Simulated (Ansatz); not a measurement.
[ReNF4]2- (ReNF₄²⁻) was relaxed with PBE0-D4 (def2-SVPD) in Ansatz in these states: charge -2 singlet, charge -2 triplet. The geometries follow in no particular order.

In the def2 sets Re takes a core potential; there is no spin–orbit coupling. A multiply charged anion in the gas phase is held together partly by the finite basis. Removing one electron lowers the energy by 3.19 eV at PBE0-D4/def2-TZVPD, so it isn't bound.

A:

Cartesian coordinates in Å:
```
Re 0.025 0.146 -0.085
N 0.265 1.560 -0.907
F 0.937 0.264 1.730
F 1.538 -1.144 -0.515
F -1.082 -1.116 -1.234
F -1.683 0.291 1.011
```

B:

| atom | x (Å) | y (Å) | z (Å) |
| --- | --- | --- | --- |
| Re1 | -0.206 | -0.088 | -0.195 |
| N2 | -1.367 | -0.588 | -1.297 |
| F3 | -1.293 | 1.353 | 0.657 |
| F4 | 1.346 | 1.331 | -0.201 |
| F5 | 1.209 | -1.389 | -0.737 |
| F6 | 0.310 | -0.619 | 1.773 |

Question: Judge from the bond lengths which geometry belongs to which state (an estimate).

Answer: A is the charge -2 singlet (Re1–F6 2.034 Å, Re1–F4 2.034 Å, Re1–F5 2.034 Å); B is the charge -2 triplet (Re1–F6 2.103 Å, Re1–F4 2.103 Å, Re1–F5 1.996 Å).

At PBE0-D4/def2-SVPD the highest occupied level of the charge -2 singlet lies above zero (up to 5.06 eV). By energy differences it is unbound by 3.19 eV (vertical, to the charge -1 doublet, at PBE0-D4/def2-TZVPD) and held by the finite basis. At PBE0-D4/def2-SVPD the highest occupied level of the charge -2 triplet lies above zero (up to 4.09 eV). It is a level of α spin, whose loss leaves a doublet; that state wasn't run at this geometry and level. The electron is either unbound and held by the finite basis, or the level is raised by self-interaction error. At PBE0-D4/def2-TZVPD a singlet lies 0.26 eV below the charge -2 triplet.
